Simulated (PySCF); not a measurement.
## Calculated data, AlBGeH5O, BGeH6NO, C2H5GeO, BGeH4O and others

Computed with PySCF 2.14.0. Calculation on a computer-drawn molecule: the log of a Hartree-Fock and frozen-core CCSD(T) single point meant for a local Hartree-Fock minimum, with one planted fault or none, to be diagnosed. Offsets are logged minus clean, where the clean run is the same molecule without the fault. The reference is restricted for singlets and unrestricted otherwise, and also for a bond in bohr or an excited solution. Adding or removing an electron swaps singlet and doublet. The excited solution moves the top pair (singlet) or top alpha electron (doublet) to the lowest empty orbital. Highest occupied and lowest empty are orbital energies over both spins, largest force is the largest gradient component, triples share is (T) over the correlation energy, the T1 limit is 0.02 restricted and 0.045 unrestricted, electrons count all cores, a negative frequency is imaginary (commonest isotopes), and the dipole is about the centre of nuclear charge; on germanium a core potential holds 10 electrons, which the energies leave out, and 3d is frozen in MP2 and coupled-cluster steps.

Common to all runs: meant basis and core potential on germanium cc-pVDZ-PP ECP10MDF; logged SCF converged yes; possible faults no fault, one electron removed, one electron added, multiplicity raised by two, geometry at a saddle point, SCF held on an excited solution, minimal basis STO-3G, one bond length entered in bohr, all coordinates scaled.

```yaml
- entry: 1
  formula: AlBGeH5O
  logged_structure:
    atoms_angstrom:
      - [O, 1.3916, -2.7324, -1.8093]
      - [B, 1.6571, -1.6461, -2.5075]
      - [Ge, 0.885, 0.3201, -2.2109]
      - [Al, 1.7487, 2.4334, -0.9697]
      - [H, 0.7819, -2.7149, -1.0865]
      - [H, 2.4185, -1.6809, -3.4284]
      - [H, -0.3665, 0.5327, -3.0767]
      - [H, 2.7644, 3.2448, -1.827]
      - [H, 1.1259, 2.5687, 0.4517]
  given:
    meant_charge: 1
    meant_multiplicity: 1
    meant_basis: "cc-pV(D+d)Z"
    logged_electrons: 62
    logged_basis_functions: 99
    logged_spin_squared: 2.034
    "logged_highest_occupied [eV]": -12.89
    "logged_lowest_empty [eV]": -7.0199
    "logged_largest_force [hartree/bohr]": 0.044085
    logged_T1_diagnostic: 0.021266
    logged_D1_diagnostic: 0.072536
    logged_triples_share: 0.028179
    logged_CC_converged: "yes"
    "logged_dipole_magnitude [debye]": 2.7043
    logged_SCF_stable_within_its_kind: "yes"
    "logged_energy_HF [hartree]": -637.46073
    "logged_energy_CCSD(T) [hartree]": -637.919
    drawn_bonds_atom: [1, 2, 3, 1, 2, 3, 4, 4]
    drawn_bonds_other_atom: [2, 3, 4, 5, 6, 7, 8, 9]
    drawn_bonds_order: [1, 1, 1, 1, 1, 1, 1, 1]
  results:
    planted_fault: "multiplicity raised by two"
    "HF_energy_offset_from_clean_run [kcal/mol]": 44.39
    "CCSD(T)_energy_offset_from_clean_run [kcal/mol]": 46.08
- entry: 2
  formula: BGeH6NO
  logged_structure:
    atoms_angstrom:
      - [O, -1.0948, -2.0702, 0.2184]
      - [B, -0.5574, -0.8208, 0.2935]
      - ["N", -0.0886, -0.2123, 1.4875]
      - [Ge, -0.0334, -0.8239, 3.228]
      - [H, -1.1457, -2.5398, 1.0361]
      - [H, -0.4866, -0.2112, -0.7397]
      - [H, 0.2764, 0.7126, 1.3594]
      - [H, 1.4133, -0.8621, 3.725]
      - [H, -1.151, -3.4915, 3.2548]
      - [H, -0.8587, 0.0939, 4.1325]
  given:
    meant_charge: 0
    meant_multiplicity: 1
    meant_basis: cc-pVDZ
    logged_electrons: 58
    logged_basis_functions: 95
    logged_spin_squared: 0.8411
    "logged_highest_occupied [eV]": -9.5301
    "logged_lowest_empty [eV]": 0.98608
    "logged_largest_force [hartree/bohr]": 0.0085571
    logged_T1_diagnostic: 0.042203
    logged_D1_diagnostic: 0.21367
    logged_triples_share: 0.030196
    logged_CC_converged: "yes"
    "logged_dipole_magnitude [debye]": 2.5922
    logged_SCF_stable_within_its_kind: "yes"
    "logged_energy_HF [hartree]": -450.86163
    "logged_energy_CCSD(T) [hartree]": -451.44997
    drawn_bonds_atom: [1, 2, 3, 1, 2, 3, 4, 4, 4]
    drawn_bonds_other_atom: [2, 3, 4, 5, 6, 7, 8, 9, 10]
    drawn_bonds_order: [1, 1, 1, 1, 1, 1, 1, 1, 1]
  results:
    planted_fault: "one bond length entered in bohr, row 8 of the drawn bonds"
    "HF_energy_offset_from_clean_run [kcal/mol]": 66.45
    "CCSD(T)_energy_offset_from_clean_run [kcal/mol]": 73.34
- entry: 3
  formula: C2H5GeO
  logged_structure:
    atoms_angstrom:
      - [O, -2.2092, -2.3632, -1.3986]
      - [C, -1.6795, -1.2822, -1.988]
      - [C, -0.5255, -0.6657, -1.6907]
      - [Ge, 0.6603, -1.0539, -0.2243]
      - [H, -1.6228, -2.7144, -0.743]
      - [H, -2.3184, -0.9373, -2.7913]
      - [H, -0.2911, 0.2036, -2.2947]
      - [H, 2.1254, -0.8219, -0.6077]
      - [H, 0.4636, -2.4899, 0.2999]
  given:
    meant_charge: 0
    meant_multiplicity: 2
    meant_basis: cc-pVDZ
    logged_electrons: 58
    logged_basis_functions: 90
    logged_spin_squared: 0.0
    "logged_highest_occupied [eV]": -0.48227
    "logged_lowest_empty [eV]": 9.2277
    "logged_largest_force [hartree/bohr]": 0.05472
    logged_T1_diagnostic: 0.013619
    logged_D1_diagnostic: 0.044355
    logged_triples_share: 0.031416
    logged_CC_converged: "yes"
    "logged_dipole_magnitude [debye]": 2.905
    logged_SCF_stable_within_its_kind: "yes"
    "logged_energy_HF [hartree]": -446.82143
    "logged_energy_CCSD(T) [hartree]": -447.44248
    drawn_bonds_atom: [1, 2, 3, 1, 2, 3, 4, 4]
    drawn_bonds_other_atom: [2, 3, 4, 5, 6, 7, 8, 9]
    drawn_bonds_order: [1, 1, 2, 1, 1, 1, 1, 1]
  results:
    planted_fault: "one electron added"
    "HF_energy_offset_from_clean_run [kcal/mol]": 9.648
    "CCSD(T)_energy_offset_from_clean_run [kcal/mol]": -9.292
- entry: 4
  formula: BGeH4O
  logged_structure:
    atoms_angstrom:
      - [B, -1.552, -0.3002, 0.0]
      - [Ge, 0.4208, 0.504, 0.0]
      - [O, 1.6552, -0.6761, 0.0]
      - [H, -2.4487, 0.4742, 0.0]
      - [H, -1.6028, -1.4833, 0.0]
      - [H, 0.9475, 1.9282, 0.0]
      - [H, 2.58, -0.4468, 0.0]
  given:
    meant_charge: 1
    meant_multiplicity: 1
    meant_basis: cc-pVDZ
    logged_electrons: 48
    logged_basis_functions: 71
    logged_spin_squared: 0.0
    "logged_highest_occupied [eV]": -17.745
    "logged_lowest_empty [eV]": -5.9647
    "logged_largest_force [hartree/bohr]": 1.8472e-05
    "logged_lowest_frequency [cm^-1]": -151.25
    logged_T1_diagnostic: 0.020286
    logged_D1_diagnostic: 0.072342
    logged_triples_share: 0.024732
    logged_CC_converged: "yes"
    "logged_dipole_magnitude [debye]": 2.0349
    logged_SCF_stable_within_its_kind: "yes"
    "logged_energy_HF [hartree]": -394.969
    "logged_energy_CCSD(T) [hartree]": -395.35444
    drawn_bonds_atom: [1, 2, 1, 1, 2, 3]
    drawn_bonds_other_atom: [2, 3, 4, 5, 6, 7]
    drawn_bonds_order: [1, 1, 1, 1, 1, 1]
  results:
    planted_fault: "geometry at a saddle point"
    "HF_energy_offset_from_clean_run [kcal/mol]": 2.222
    "CCSD(T)_energy_offset_from_clean_run [kcal/mol]": 1.818
  notes: ["T1 above single-reference limit"]
- entry: 5
  formula: BClGeH3O
  logged_structure:
    atoms_angstrom:
      - [O, 0.2195, -2.5243, 0.3336]
      - [Ge, 0.2292, -0.8654, 0.9029]
      - [B, -0.598, -0.1294, -0.9475]
      - [Cl, -1.221, 0.3461, -2.3671]
      - [H, 0.5352, -3.2166, 0.9026]
      - [H, 1.5993, -0.2344, 1.0274]
      - [H, -1.7006, -0.2599, 2.925]
  given:
    meant_charge: 1
    meant_multiplicity: 1
    meant_basis: "cc-pV(D+d)Z"
    logged_electrons: 64
    logged_basis_functions: 89
    logged_spin_squared: 0.8978
    "logged_highest_occupied [eV]": -14.793
    "logged_lowest_empty [eV]": -4.9286
    "logged_largest_force [hartree/bohr]": 0.0099315
    logged_T1_diagnostic: 0.031947
    logged_D1_diagnostic: 0.13017
    logged_triples_share: 0.034177
    logged_CC_converged: "yes"
    "logged_dipole_magnitude [debye]": 1.9843
    logged_SCF_stable_within_its_kind: "yes"
    "logged_energy_HF [hartree]": -853.82604
    "logged_energy_CCSD(T) [hartree]": -854.34522
    drawn_bonds_atom: [1, 2, 3, 1, 2, 2]
    drawn_bonds_other_atom: [2, 3, 4, 5, 6, 7]
    drawn_bonds_order: [1, 1, 1, 1, 1, 1]
  results:
    planted_fault: "one bond length entered in bohr, row 6 of the drawn bonds"
    "HF_energy_offset_from_clean_run [kcal/mol]": 63.92
    "CCSD(T)_energy_offset_from_clean_run [kcal/mol]": 72.65
- entry: 6
  formula: GeH4N2Si
  logged_structure:
    atoms_angstrom:
      - ["N", 0.4727, 1.6374, 1.075]
      - [Ge, -0.384, 0.1777, 1.0532]
      - [Si, -1.714, -0.4303, -0.9322]
      - ["N", -2.2698, -1.9107, -0.3041]
      - [H, 0.9884, 1.8026, 1.9289]
      - [H, -0.36, -0.8051, 2.2596]
      - [H, -2.8786, -2.4986, -0.8449]
      - [H, -2.0715, -2.323, 0.5892]
  given:
    meant_charge: 0
    meant_multiplicity: 1
    meant_basis: "cc-pV(D+d)Z"
    logged_electrons: 64
    logged_basis_functions: 94
    logged_spin_squared: 0.0
    "logged_highest_occupied [eV]": -5.489
    "logged_lowest_empty [eV]": -2.8159
    "logged_largest_force [hartree/bohr]": 0.064925
    logged_CC_converged: "no"
    "logged_dipole_magnitude [debye]": 5.097
    logged_SCF_stable_within_its_kind: "no"
    "logged_energy_HF [hartree]": -693.23069
    drawn_bonds_atom: [1, 2, 3, 1, 2, 4, 4]
    drawn_bonds_other_atom: [2, 3, 4, 5, 6, 7, 8]
    drawn_bonds_order: [2, 1, 1, 1, 1, 1, 1]
  results:
    planted_fault: "SCF held on an excited solution"
    "HF_energy_offset_from_clean_run [kcal/mol]": 155.6
  notes: ["CCSD not converged"]
```
